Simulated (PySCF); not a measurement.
This PySCF input asks for the NMR shieldings of SMILES CS[C@H]1CS[SiH2]S1, C$_{3}$H$_{8}$S$_{3}$Si; the geometry comes from GFN2-xTB.

```python
import basis_set_exchange as bse
import numpy as np
from pyscf import gto, dft
from pyscf.prop import nmr

atoms = """
C    -2.482100   -0.408070   -0.564234
S    -1.706038   -0.524893    1.071441
C     0.007409   -0.062612    0.700759
C     0.687334   -1.070525   -0.192263
S     2.454745   -0.665680   -0.401476
Si    2.173759    1.450275   -0.611357
S     0.118495    1.625605   -0.038927
H    -2.215438    0.547583   -1.005628
H    -3.552143   -0.455321   -0.393110
H    -2.170330   -1.237905   -1.191374
H     0.490118   -0.019070    1.678650
H     0.645443   -2.062339    0.257359
H     0.229211   -1.098698   -1.180846
H     2.276568    1.868949   -1.996057
H     3.038552    2.120690    0.339495
"""
names = dict.fromkeys(["C", "S", "Si", "H"], "pcSseg-1")
basis = {el: gto.basis.parse(bse.get_basis(n, elements=[el], fmt="nwchem")) for el, n in names.items()}
mol = gto.M(atom=atoms, basis=basis, charge=0, verbose=0)
mf = dft.RKS(mol, xc="PBE0")
mf.grids.level = 2
mf.grids.alignment = dft.numint.BLKSIZE   # the property module wants whole blocks of grid points
mf.conv_tol = 1e-9
mf.kernel()

calc = nmr.RKS(mf)   # GIAO
C = mf.mo_coeff
Co = C[:, mf.mo_occ > 0]
resp = mf.gen_response(singlet=True, hermi=2)
def vind(x):   # induced exchange potential for any number of trial vectors
    d = np.einsum("pi,xij,qj->xpq", C, 2 * x.reshape(-1, C.shape[1], Co.shape[1]), Co, optimize=True)
    return np.einsum("xpq,pi,qj->xij", resp(d - d.transpose(0, 2, 1)), C, Co, optimize=True).ravel()
mo1, _ = nmr.rhf.solve_mo1(calc, with_cphf=vind)
sigma = calc.kernel(mo1)
for i, s in enumerate(sigma):   # ppm
    w = np.linalg.eigvalsh((s + s.T) / 2)
    print("%2d %-2s iso %8.1f  s11 %8.1f  s22 %8.1f  s33 %8.1f" % (i, mol.atom_pure_symbol(i), w.mean(), *w))
```

Q: Give the expected output.

A: 
```
 0 C  iso    173.4  s11    162.7  s22    170.3  s33    187.3
 1 S  iso    509.2  s11    392.4  s22    423.3  s33    711.8
 2 C  iso    120.5  s11     73.8  s22    135.8  s33    151.9
 3 C  iso    141.6  s11    103.4  s22    151.1  s33    170.2
 4 S  iso    651.8  s11    458.9  s22    596.5  s33    899.9
 5 Si iso    351.8  s11    300.8  s22    357.9  s33    396.7
 6 S  iso    623.9  s11    423.5  s22    564.8  s33    883.4
 7 H  iso     28.7  s11     22.3  s22     30.3  s33     33.5
 8 H  iso     29.9  s11     24.6  s22     26.5  s33     38.7
 9 H  iso     29.6  s11     23.8  s22     28.1  s33     36.8
10 H  iso     27.5  s11     23.1  s22     27.1  s33     32.3
11 H  iso     28.8  s11     21.7  s22     29.0  s33     35.8
12 H  iso     28.7  s11     22.0  s22     29.3  s33     34.9
13 H  iso     26.1  s11     22.2  s22     22.9  s33     33.3
14 H  iso     26.1  s11     22.2  s22     22.9  s33     33.4
```

These numbers come from an equivalent density-fitted implementation of the same equations, which agrees with the script to about 0.01 ppm for H and up to a few tenths of a ppm for heavy atoms, so last digits may differ.

Q: Turn these shieldings into chemical shifts. Chemical shifts δ = σref − σ; $^{13}$C (σref 186.93) and $^{29}$Si (σref 349.16) and $^{1}$H (σref 31.72) vs TMS; $^{33}$S (σref 503.73) vs CS2, all at this level.

A: Averaging equivalent atoms: C 2: 66.4; C 3: 45.4; C 0: 13.5; S 1: -5; S 6: -120; S 4: -148; Si 5: -2.6; H 13: 5.57; H 14: 5.57; H 10: 4.21; H 12: 2.99; H 11: 2.90; H 7/8/9: 2.32 ppm. 

Size and cost of the density-fitted run: 187 basis functions, 34 s wall time on 1 thread of an Intel Xeon Platinum 8375C, shared host; peak memory 0.78 GiB.
